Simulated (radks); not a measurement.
Question: The mean radii <r> (bohr) of the occupied orbitals of an atom or ion are listed with their occupations. All-electron calculation, Dirac Kohn-Sham, PBEsol, spin-unpolarised, spherical densities, finite nucleus; Fermi nuclear charge, rms radius of each element as measured or else 0.836 A^(1/3) + 0.57 fm. Program: a radial shooting solver on a logarithmic mesh with Libxc functionals.

| orbital | occ. | <r> |
|---|---|---|
| 1s1/2 | 2 | 0.01933 |
| 2s1/2 | 2 | 0.08130 |
| 2p1/2 | 2 | 0.06745 |
| 2p3/2 | 4 | 0.07506 |
| 3s1/2 | 2 | 0.2116 |
| 3p1/2 | 2 | 0.2014 |
| 3p3/2 | 4 | 0.2153 |
| 3d3/2 | 4 | 0.1891 |
| 3d5/2 | 6 | 0.1934 |
| 4s1/2 | 2 | 0.4503 |
| 4p1/2 | 2 | 0.4511 |
| 4p3/2 | 4 | 0.4751 |
| 4d3/2 | 4 | 0.4734 |
| 4d5/2 | 5 | 0.4804 |

Name the element and its charge. Open shells, if any, fill j = l - 1/2 first.

Answer: Z = 71, lutetium, charge +26: Lu26+ in [Kr] 4d9. The 1s radius gives Z: for a bare nucleus <r> = (2 gamma + 1)/(2Z) with gamma = sqrt(1 - (Z/c)^2), 0.01909 bohr for Z = 71, and screening makes it slightly larger (0.01933 here). The occupations add up to 45, and the charge is Z minus that.
